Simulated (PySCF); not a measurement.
# Worked example: chemical shift, span and skew from a shielding tensor

C2H4N, SMILES CC#[NH+], charge +1. Atoms are numbered in the order given.

```xyz
7

C      0.0000     0.0000    -1.2657
C      0.0000     0.0000     0.1622
N      0.0000     0.0000     1.3117
H      0.9015     0.5205    -1.6293
H     -0.9015     0.5205    -1.6293
H      0.0000    -1.0410    -1.6293
H      0.0000     0.0000     2.3277
```
Charge +1, spin multiplicity 1.

Geometry optimised at PBE-D3(BJ)/def2-TZVP. The isomer is the one that the SMILES or the coordinates give; other isomers of the formula were not compared.

GIAO shieldings from KT2/pcSseg-2 (PySCF), non-relativistic, no solvent. The symmetric part of the tensor of N3 has the principal values 17.5, 17.5, 314.4 ppm. The same nucleus in NH3 has σ = 261.9 ppm at this level (PySCF, at its B3LYP-D3(BJ)/def2-TZVP geometry).

Question: Work out the isotropic shielding, the ¹⁵N shift against NH3, the span and the skew.

Answer: 
σ(iso) = (σ11 + σ22 + σ33)/3 = 116.5 ppm. δ = σ(ref) − σ(iso) = 261.9 − (116.5) = 145.4 ppm.
Span Ω = σ33 − σ11 = 296.9 ppm. Skew κ = 3(σ(iso) − σ22)/Ω = 1.00, an axial tensor. Tumbling in solution averages the tensor to δ; in a static solid the shielding alone would spread this spin-1/2 line over Ω.
